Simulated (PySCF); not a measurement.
C3H4FNSSi, SMILES Fc1scnc1[SiH3].

Geometry: ωB97X-D3(BJ)/def2-SVP. The structure was generated by enumeration, and PubChem lists no compound with its InChIKey, so it may never have been made.

Two levels are set side by side: TDA-PBE/def2-SVPD (PySCF) and TDA-B3LYP/def2-SVPD (PySCF). Vertical, same geometry. The lowest singlet is HOMO−1→LUMO 97 % with PBE and HOMO−1→LUMO 98 % with the other functional; states are paired by order. Differences are taken from unrounded values.

| quantity | TDA-B3LYP | TDA-PBE | TDA-PBE minus TDA-B3LYP |
|---|---|---|---|
| lowest singlet excitation (eV) | 5.30 | 4.86 | -0.43 |
| lowest triplet excitation (TDA) (eV) | 3.80 | 3.79 | -0.01 |

A lower first singlet is the usual sign of a functional without exact exchange. Differences between two approximate levels are no errors against the true value.

Rough cost on one machine, each run with all the roots and properties that it gave: TDA-B3LYP against TDA-PBE about 3 times.
